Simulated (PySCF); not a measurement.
# Frontier levels across methods

Compound: C₂H₈BF₂N.
Structure used (PBE0-D3(BJ)/def2-SVP), in Å, numbered top down from 1:
```
atom  x, y, z in Å
N1     1.4605    0.4513    0.3378
B2     0.6798   -0.9567    0.0725
C3    -0.8017   -0.6331   -0.5354
C4    -1.4221    0.6421   -0.0581
F5    -1.2683    0.8064    1.2917
F6    -0.7770    1.7173   -0.6263
H7     2.4087    0.2757    0.6673
H8     1.5014    1.0386   -0.4963
H9     0.9616    0.9888    1.0506
H10    1.3842   -1.5865   -0.7081
H11    0.6444   -1.4847    1.1778
H12   -0.8088   -0.5807   -1.6373
H13   -1.4739   -1.4636   -0.2666
H14   -2.4968    0.7697   -0.2762
```

Basis pcSseg-1 throughout (PySCF), one geometry. Geometry: PBE0-D3(BJ)/def2-SVP, one conformer, isolated molecule.

Question: How do the orbital energies, the gap and the dipole change with the method?

Answer: 
```csv
method,kind,HOMO (eV),LUMO (eV),gap (eV),μ (D),SCF cycles
OPBE,GGA,-6.20,-0.10,6.10,3.21,14
BLYP,GGA,-6.20,-0.35,5.85,3.16,14
PBE,GGA,-6.26,-0.30,5.96,3.17,14
LDA,LDA,-6.29,-0.43,5.86,3.12,13
B97-D,GGA,-6.30,-0.18,6.12,3.13,14
KT2,GGA,-6.37,-0.39,5.98,3.07,14
BP86,GGA,-6.38,-0.20,6.18,3.16,14
KT3,GGA,-6.42,-0.52,5.90,3.11,14
B97-2,global hybrid,-7.40,0.61,8.01,3.10,12
B3LYP,global hybrid,-7.46,0.22,7.68,3.10,12
PBE0,global hybrid,-7.64,0.61,8.25,3.11,12
mPW1PW91,global hybrid,-7.68,0.58,8.26,3.09,12
BHandHLYP,global hybrid,-8.99,1.30,10.28,3.03,12
CAM-B3LYP,range-separated hybrid,-9.10,1.44,10.53,3.10,12
wB97X-D,range-separated hybrid,-9.57,2.48,12.06,3.11,13
LC-wPBE,range-separated hybrid,-10.47,2.87,13.34,3.14,12
HF,Hartree–Fock,-11.04,3.59,14.64,2.98,10
```

The HOMO spans 4.84 eV, from OPBE down to HF, and the gap runs from 5.85 eV (BLYP) to 14.64 eV (HF). Over the methods OPBE (0 %), BLYP (0 %), PBE (0 %), LDA (0 %), B97-D (0 %), KT2 (0 %), BP86 (0 %), KT3 (0 %), B97-2 (21 %), B3LYP (20 %), PBE0 (25 %), mPW1PW91 (25 %), BHandHLYP (50 %), HF (100 %), a straight line through the gap against the share of exact exchange rises by 0.87 eV for each 10 % (correlation coefficient 0.999). The dipole ranges from 2.98 D (HF) to 3.21 D (OPBE). This basis has no diffuse functions.
